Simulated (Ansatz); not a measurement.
A geometry relaxed with PBE0-D3(BJ)/def2-SVP run with Ansatz (an electronic-structure program), charge 0, multiplicity 1:

```xyz
21

O      0.8600     0.8278    -1.5620
H      1.3114     2.4751    -2.6733
C     -2.1207     1.0797     1.7423
C     -0.9967    -2.0855    -1.8334
Sn     0.0000    -0.0004     0.0001
H     -2.0544    -1.7762    -1.9267
O      1.0986    -0.1954     1.6189
H     -2.8026     0.2101     1.7853
H     -0.9508    -3.1733    -2.0057
O     -1.4817     1.1936     0.4946
H      2.3664    -1.2884     2.7808
H     -0.4243    -1.5906    -2.6383
C      1.0539     2.2191    -1.6325
H     -1.4099     0.9977     2.5841
H      0.1521     2.7941    -1.3554
H      1.8865     2.5586    -0.9885
C      2.0635    -1.2132     1.7235
H      1.6827    -2.2015     1.4092
H      2.9705    -0.9924     1.1304
H     -2.7268     1.9871     1.8989
O     -0.4776    -1.8259    -0.5522
```

Q: Write the SMILES of this molecule.

A: `C[O][Sn]([O]C)([O]C)[O]C`
